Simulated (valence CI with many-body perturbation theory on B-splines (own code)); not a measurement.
**Ba43+ in brief**

Method: valence CI with perturbative core correlation (CI+MBPT): three valence electrons over a frozen Dirac-Fock core [Ne], radial functions for each j: 11 s, 11 p, 9 d, 7 f, 5 g, 2 h, 1 i, with the one-electron correlation potential Σ1, the two-electron term Σ2, the three-electron term Σ3, Breit, model QED; selected CI, second order for the rest (own B-spline code, finite nucleus).

No measured spectrum was set against this ion. As an estimate, large intervals hold to a few tenths of a per cent, small ones and those within an open d or f shell to about a per cent.

Levels are named by their leading jj configuration (3d3/2^4 stands for four electrons in 3d with j = 3/2), which in mixed levels can hold well under half, so a name can repeat and another be missing.

Rates and lifetimes use the calculated energies. Strong lines usually hold to 10 to 20 %, long lifetimes can be off by a factor of two.

Question: What is the ground level?

Answer: (3s^2 3p1/2) J=1/2, composition 99 % 3s2.3p 2P°, g = 0.656.

Question: Name the longest-lived excited levels whose lifetime is computed, and their main decay.

Answer: (3s 3p3/2 3d5/2) J=9/2 at 3657.7 × 10³ cm⁻¹ lives 273 ns, mostly by M1 to (3s 3p1/2 3d5/2) J=7/2; (3s^2 3p3/2) J=3/2 at 789.44 × 10³ cm⁻¹ lives 226 ns, mostly by M1 to (3s^2 3p1/2) J=1/2.

Question: Among levels below 5234.6 × 10³ cm⁻¹, which E1 lines absorb most strongly from the ground level?

Answer: to (3s^2 3d3/2) J=3/2 at 4.758 nm, f = 0.359; to (3s 3p1/2 3p3/2) J=1/2 at 5.570 nm, f = 0.183; to (3s 3p1/2 3p3/2) J=3/2 at 5.781 nm, f = 0.111.

Question: How well does LS coupling describe the low levels?

Answer: Among the lowest 20 levels the leading LS term, summed over configurations, holds 68 % on average. For single configurations the figures are 64 % in LS and 90 % in jj coupling. Terms mix most in the J = 5/2 level at 2977.9 × 10³ cm⁻¹, where the leading one holds 36 %.

Question: What is the ionisation energy?

Answer: 3364.1 eV; NIST lists 3363 ± 4 eV (theoretical).

Question: Where does the other parity begin?

Answer: At (3s 3p1/2^2) J=1/2, 866.47 × 10³ cm⁻¹.

Question: What are the static dipole polarisabilities of the lowest levels?

Answer: (3s^2 3p1/2) J=1/2 0.0107 bohr³, of which the core gives 0.000160.
